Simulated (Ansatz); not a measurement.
Consider the formal exchange of groups at a Ge–H bond: `[SiH3][O][GeH]` + `CC(F)(Cl)Cl` → `[SiH3][O][Ge][Cl]` + `CC(F)Cl`.

Computed with Ansatz on PBE0-D4/def2-TZVP structures; ΔE is electronic, products minus reactants. CBS: MP2 limit from def2 TZ/QZ plus the TZ coupled-cluster correction, frozen cores. DFT in def2-TZVPP. For Ge outer-core shells are correlated without core-valence functions, which leaves a few kJ/mol of doubt a bond. Scalar relativity is left out up to krypton. Each species was taken in one conformer, which may not be the lowest.

Q: Is it downhill or uphill in electronic energy at CCSD(T)/CBS, and by how much? (Estimate.)

A: Computed: Downhill: ΔE = -224.1 kJ/mol.

Q: What do these levels give: PBE-D4, revPBE-D4, r2SCAN0-D4, PBE0, HF/def2-QZVPP, HF/CBS(def2)? (Estimate.)

A: Ansatz gave: PBE-D4 -220.9, revPBE-D4 -217.9, r2SCAN0-D4 -228.1, PBE0 -224.9, HF/def2-QZVPP -237.1, HF/CBS(def2) -237.1 kJ/mol.

Largest T1 diagnostic among the species: 0.014.

From BLYP to BHLYP (50 % exact exchange), in def2-TZVPP and without D4, ΔE moves by −6.3 kJ/mol. Leaving LDA and LC-ωPBE aside and taking each functional with its dispersion term where it has one, the values, not all of them listed here, spread over 17.1 kJ/mol, from BHLYP-D4 to revPBE-D4. LDA lies +8.8 kJ/mol from PBE without D4. At CCSD(T), def2-SVP lies +14.3 kJ/mol from the extrapolated value and def2-TZVPP +4.1 kJ/mol.
